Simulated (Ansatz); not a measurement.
Relaxation of ClFGeH4O2 (9 atoms, charge 0, multiplicity 1), to a largest force component of 0.03 eV/Å in at most 50 steps.

Method: RKS B3LYP-D4/def2-SVP (Ansatz 0.2.0).

```xyz
9
Properties=species:S:1:pos:R:3:forces:R:3
Ge -0.268 -0.081 0.015 0.02 0.04 0.23
H -0.404 0.085 1.544 -0.22 -0.24 -0.28
F 1.422 0.037 -0.390 -0.01 -0.02 -0.02
Cl -1.323 1.389 -1.126 -0.02 0.01 0.00
O -0.688 -1.699 -0.544 -0.02 -0.04 0.05
H -1.416 -2.102 -0.048 0.03 0.04 -0.06
O 1.111 2.100 1.484 -0.06 -0.72 0.34
H 1.819 1.751 0.914 -0.13 0.07 0.12
H 0.899 1.327 2.057 0.41 0.86 -0.38
```

Problem. Where does it end, and by what steps?

Solution. The run converged. After 28 steps the energy has fallen by 0.298 eV; H6 moved furthest, 1.19 Å.

```csv
step,energy less start (eV),largest force component (eV/Å),accepted
0,0.0000,0.863,yes
1,-0.0660,0.957,yes
2,-0.0842,0.698,yes
3,-0.0847,1.792,yes
4,-0.0988,1.228,yes
5,-0.1568,0.340,yes
6,-0.1720,0.149,yes
7,-0.1777,0.175,yes
8,-0.1813,0.320,yes
9,-0.1839,0.395,yes
10,-0.1914,0.421,yes
11,-0.1981,0.503,yes
12,-0.1576,1.829,no
13,-0.2101,0.248,yes
14,-0.2224,0.237,yes
15,-0.2297,0.288,yes
16,-0.1708,2.036,no
17,-0.2480,0.241,yes
18,-0.2632,0.268,yes
19,-0.2812,0.208,yes
20,-0.2870,0.132,yes
21,-0.2136,2.458,no
22,-0.2943,0.115,yes
23,-0.2951,0.396,yes
24,-0.2968,0.121,yes
25,-0.2977,0.049,yes
26,-0.2979,0.040,yes
27,-0.2980,0.035,yes
28,-0.2981,0.012,yes
```

```xyz
9
Properties=species:S:1:pos:R:3
Ge -0.390 -0.202 0.335
H -0.569 -0.156 1.841
F 1.292 -0.171 -0.168
Cl -1.377 1.311 -0.836
O -0.987 -1.782 -0.178
H -0.995 -1.902 -1.137
O 1.033 2.075 1.309
H 1.636 1.769 0.614
H 1.508 1.864 2.126
```

The run took 58 s on 4 threads of Arm Neoverse V1, with other jobs on the host, peak memory 0.28 GiB.
